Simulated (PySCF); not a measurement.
Sn(H)(F)(NH2)2 (FH5N2Sn), SMILES [NH2][SnH]([NH2])[F].

Geometry optimised at B3LYP-D3(BJ)/def2-SVP. The def2 effective core potentials stand for the cores of Sn; spin–orbit coupling is left out. Other conformers were not sampled.

Two levels are set side by side: PBE/def2-TZVP (PySCF) and PBE0/def2-TZVP (PySCF). Same geometry, gas phase. Differences are taken from unrounded values.

```json
[
 {"quantity": "orbital gap (eV)", "PBE0": "7.01", "PBE": "4.58", "PBE minus PBE0": "-2.43"},
 {"quantity": "highest occupied level (eV)", "PBE0": "-7.71", "PBE": "-6.24", "PBE minus PBE0": "1.47"},
 {"quantity": "lowest empty level (eV)", "PBE0": "-0.71", "PBE": "-1.66", "PBE minus PBE0": "-0.96"},
 {"quantity": "dipole moment (D)", "PBE0": "1.25", "PBE": "1.25", "PBE minus PBE0": "0.00"},
 {"quantity": "mean polarisability (bohr³)", "PBE0": "51.9", "PBE": "54.7", "PBE minus PBE0": "2.8"}
]
```

Without exact exchange PBE keeps part of each electron's self-repulsion, which lifts occupied levels and narrows the gap. Loosely held outer electrons make PBE densities more polarisable. Differences between two approximate levels are no errors against the true value.

Rough cost on one machine, each run with all the roots and properties that it gave: PBE0 against PBE within a factor of 2.
